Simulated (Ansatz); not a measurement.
CH4ClGeNSi, SMILES Cl[Si@H]1N=[CH][GeH2]1.

Geometry optimised at B3LYP-D3(BJ)/def2-SVP. The structure was generated by enumeration; whether it is a known compound was not checked.

Two levels are set side by side: PBE/def2-SVPD (Ansatz, a quantum-chemistry and plane-wave program) and CAM-B3LYP/def2-SVPD (Ansatz). Energy differences of separate SCF runs at the same geometry; the states with an electron removed or added have multiplicity 2 and 2. Differences are taken from unrounded values.

```csv
quantity,CAM-B3LYP
vertical ionisation energy (eV),9.06
vertical singlet–triplet gap (eV),3.11
```

**Question.** What does PBE give, and how far is it from CAM-B3LYP? (The exact figures need the calculation; the answer reports its results.)

**Answer.** 
```json
[
 {"quantity": "vertical ionisation energy (eV)", "PBE": "8.82", "PBE minus CAM-B3LYP": "-0.24"},
 {"quantity": "vertical singlet–triplet gap (eV)", "PBE": "3.00", "PBE minus CAM-B3LYP": "-0.10"}
]
```
